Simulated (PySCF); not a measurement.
C₃H₉ClOSi, SMILES OCCC[SiH2]Cl.

Coordinates come from a ωB97X-D3(BJ)/def2-SVP optimisation. This is a generated structure with no PubChem entry under its InChIKey; it may be hypothetical. The values are those of a single conformer.

All values below come from CAM-B3LYP/def2-TZVP in PySCF.

The molecule is in vacuum.

```
Property                                                                                                        Value
---------------------------------------------------------------------------------------------  ----------------------
total energy                                                                                       -944.72329 hartree
highest occupied level                                                                                       -9.59 eV
lowest empty level                                                                                            1.17 eV
orbital gap                                                                                                  10.77 eV
dipole moment                                                                                                  3.25 D
quadrupole, principal values (traceless, Buckingham form, about the centre of nuclear charge)   -7.48, 0.49, 7.00 D·Å
mean static polarisability                                                                      76.8 bohr³ (11.39 Å³)
polarisability, principal values                                                               68.1, 70.5, 91.9 bohr³
```
